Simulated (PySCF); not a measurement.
C3H9NSi, SMILES [SiH3][C@H]1CCN1. Atoms are numbered in the order given.

```xyz
14

Si     1.7453     0.2956     0.2565
C      0.0842    -0.3616    -0.3705
C     -0.9532    -0.9008     0.6442
C     -1.9772    -0.0427    -0.1158
N     -0.8702     0.7151    -0.7014
H      2.3814     1.1495    -0.7945
H      1.5235     1.1152     1.4858
H      2.6852    -0.8250     0.5847
H      0.2309    -1.0965    -1.1898
H     -1.1134    -1.9869     0.6674
H     -0.7799    -0.5401     1.6689
H     -2.6893     0.5529     0.4802
H     -2.5545    -0.6449    -0.8456
H     -0.9494     0.9628    -1.6847
```
Charge 0, spin multiplicity 1.

Coordinates come from a PBE0-D3(BJ)/def2-SVP optimisation. The structure was generated by enumeration; whether it is a known compound was not checked.

Calculation: PySCF with ωB97X/def2-TZVP.

Atomic charges (e):

```csv
atom,Mulliken,Löwdin
Si1,0.25,0.29
C2,-0.14,-0.41
C3,-0.21,-0.23
C4,-0.08,(withheld)
N5,-0.35,(withheld)
H6,-0.05,-0.04
H7,-0.04,-0.04
H8,-0.05,-0.04
H9,0.09,(withheld)
H10,0.11,(withheld)
H11,0.10,(withheld)
H12,0.09,0.12
H13,0.09,0.12
H14,0.20,(withheld)
```

Q: What belongs in the gaps? (Estimate from the structure and the level; the computed values follow.)

A: 
- C4, Löwdin: -0.29
- N5, Löwdin: -0.01
- H9, Löwdin: 0.13
- H10, Löwdin: 0.12
- H11, Löwdin: 0.13
- H14, Löwdin: 0.15

Q: Give the Mayer and Wiberg (Löwdin basis) orders of the bonds. (Estimate from the structure and the level; the computed values follow.)

A: 
```json
[
 {"bond": "Si1–C2", "Mayer": "0.96", "Wiberg": "1.12"},
 {"bond": "C2–C3", "Mayer": "0.99", "Wiberg": "1.15"},
 {"bond": "C3–C4", "Mayer": "1.00", "Wiberg": "1.19"},
 {"bond": "C2–N5", "Mayer": "0.98", "Wiberg": "1.27"},
 {"bond": "C4–N5", "Mayer": "1.02", "Wiberg": "1.31"},
 {"bond": "Si1–H6", "Mayer": "0.97", "Wiberg": "0.95"},
 {"bond": "Si1–H7", "Mayer": "0.95", "Wiberg": "0.95"},
 {"bond": "Si1–H8", "Mayer": "0.96", "Wiberg": "0.96"},
 {"bond": "C2–H9", "Mayer": "0.94", "Wiberg": "0.83"},
 {"bond": "C3–H10", "Mayer": "0.98", "Wiberg": "0.88"},
 {"bond": "C3–H11", "Mayer": "0.96", "Wiberg": "0.86"},
 {"bond": "C4–H12", "Mayer": "0.97", "Wiberg": "0.90"},
 {"bond": "C4–H13", "Mayer": "0.97", "Wiberg": "0.88"},
 {"bond": "N5–H14", "Mayer": "0.93", "Wiberg": "0.92"}
]
```
